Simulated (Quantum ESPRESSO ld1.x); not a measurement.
Question: Species: Dy3+. Configuration: [Xe] 4f8 6p1 (not the ground configuration). All-electron calculation, scalar-relativistic Kohn-Sham, LDA (Slater exchange, Perdew-Wang correlation), spin-polarised, spherical densities, point nucleus; open shells are filled with parallel spins first. Program: ld1.x of Quantum ESPRESSO 7.5. Some entries of the table are withheld. Estimate them.

| orbital | occ. | eigenvalue (Ry) | <1/r> (bohr^-1) | r(max) (bohr) |
|---|---|---|---|---|
| 1s up | 1 | -3943.75 | 74.52 | 0.013 |
| 1s down | 1 | -3943.75 | 74.52 | 0.013 |
| 2s up | 1 | -659.596 | 17.32 | 0.076 |
| 2s down | 1 | -659.587 | 17.32 | 0.076 |
| 2p up | 3 | -585.846 | 16.09 | 0.062 |
| 2p down | 3 | -585.839 | 16.09 | 0.062 |
| 3s up | 1 | -149.573 | 6.366 | 0.216 |
| 3s down | 1 | -149.372 | 6.371 | 0.216 |
| 3p up | 3 | -126.936 | 5.968 | 0.212 |
| 3p down | 3 | -126.736 | 5.974 | 0.212 |
| 3d up | 5 | -97.7435 | 5.663 | 0.172 |
| 3d down | 5 | -97.5877 | 5.668 | 0.172 |
| 4s up | 1 | -32.4131 | 2.698 | 0.492 |
| 4s down | 1 | -31.9972 | 2.696 | 0.492 |
| 4p up | 3 | -24.9316 | 2.477 | 0.516 |
| 4p down | 3 | -24.5225 | 2.474 | 0.516 |
| 4d up | 5 | -14.7372 | 2.192 | 0.533 |
| 4d down | 5 | -14.3388 | 2.187 | 0.533 |
| 5s up | 1 | -6.46800 | 1.073 | 1.13 |
| 5s down | 1 | -6.27646 | 1.058 | 1.14 |
| 5p up | 3 | -4.55641 | 0.9211 | 1.26 |
| 5p down | 3 | -4.40875 | 0.9058 | 1.28 |
| 4f up | 7 | -3.57596 | 1.686 | 0.528 |
| 4f down | 1 | -3.21429 | 1.659 | 0.528 |
| 6p up | 1 | (1) | 0.3766 | 3.17 |
| 6p down | 0 | (2) | 0.3721 | 3.20 |

Answer: 
(1) 6p up eigenvalue (Ry): -1.53606
(2) 6p down eigenvalue (Ry): -1.44253
